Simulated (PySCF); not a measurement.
Rigid-rotor lines calculated for a species of formula C2H8FNSi (commonest isotopes; PBE0-D3(BJ)/def2-SVP geometry optimisation, gas phase (PySCF)), labelled J(Ka,Kc):

```tsv
transition	MHz
2(0,2) ← 1(0,1)	10287.9
2(1,1) ← 1(1,0)	10463.3
1(0,1) ← 0(0,0)	5147.8
2(1,2) ← 1(1,1)	10127.8
1(1,1) ← 0(0,0)	7802.0
```

Task: Find the rotational constants.

Result: 1(0,1) ← 0(0,0) is B + C, 2(1,1) ← 1(1,0) is 3B + C and 2(1,2) ← 1(1,1) is B + 3C, so B − C is half the difference of the last two, 167.8 MHz. 1(1,1) ← 0(0,0) is A + C. A = 5312.0, B = 2657.8, C = 2490.0 MHz.

Task: What moments of inertia, asymmetry and inertial defect follow?

Result: I = 505379 MHz·u·Å² over each constant: Ia = 95.14, Ib = 190.15, Ic = 202.96 u·Å²; κ = (2B − A − C)/(A − C) = -0.881 (asymmetric top); Δ = Ic − Ia − Ib = -82.33 u·Å².

Task: Which dipole components do these lines need?

Result: μa and μb (a-type: ΔKa even, ΔKc odd; b-type: both odd). The calculation gives |μa| = 0.81 D, |μb| = 0.70 D, |μc| = 0.25 D.

Task: Predict further lines from these constants: 2(2,0) ← 1(1,1); 2(0,2) ← 1(1,1); 2(2,1) ← 2(1,2); 2(2,1) ← 1(1,0); 2(2,0) ← 2(1,1); 1(1,0) ← 1(0,1); 2(1,1) ← 2(0,2); 2(1,2) ← 1(0,1).

Result: 
```json
{"transition": "1(1,0) ← 1(0,1)", "MHz": "2822", "type": "b", "branch": "Q"}
{"transition": "2(1,1) ← 2(0,2)", "MHz": "2997", "type": "b", "branch": "Q"}
{"transition": "2(0,2) ← 1(1,1)", "MHz": "7634", "type": "b", "branch": "R"}
{"transition": "2(2,0) ← 2(1,1)", "MHz": "7970", "type": "b", "branch": "Q"}
{"transition": "2(2,1) ← 2(1,2)", "MHz": "8466", "type": "b", "branch": "Q"}
{"transition": "2(1,2) ← 1(0,1)", "MHz": "12782", "type": "b", "branch": "R"}
{"transition": "2(2,1) ← 1(1,0)", "MHz": "18426", "type": "b", "branch": "R"}
{"transition": "2(2,0) ← 1(1,1)", "MHz": "18601", "type": "b", "branch": "R"}
```

Task: Which structure gave them?

Result: `C[C@H](F)[SiH2]N`, point group C1. Three constants can't fix a structure by themselves; this is the one that was computed:
```
atom  x, y, z in Å
C1     1.342   -0.302    0.639
C2     0.643    0.234   -0.587
F3     0.662    1.636   -0.545
Si4   -1.202   -0.221   -0.716
N5    -1.935    0.538    0.657
H6     1.404   -1.400    0.595
H7     0.792   -0.028    1.552
H8     2.365    0.100    0.709
H9     1.189   -0.068   -1.500
H10   -1.415   -1.698   -0.620
H11   -1.683    0.229   -2.065
H12   -2.905    0.356    0.889
H13   -1.712    1.519    0.800
```

The values belong to one conformer (point group C1) with, in the numbering `[CH3:1][C@H:2]([F:3])[SiH2:4][NH2:5]`, C1–C2–Si4–N5 63°, C2–Si4–N5–H -172° and 49°. Stationary, but not proved a minimum. Zero-point vibration and centrifugal distortion are left out. A rigid rotor knows nothing of inversion at nitrogen or internal rotation, which can split or shift real lines. Quadrupole hyperfine structure (14N) is left out.

Time: 30 s; peak memory 0.48 GiB. Hardware: one thread, Arm Neoverse V1 (aarch64), no GPU, shared host with 32 logical CPUs at a one-minute load of 18. These figures are those of the optimisation.
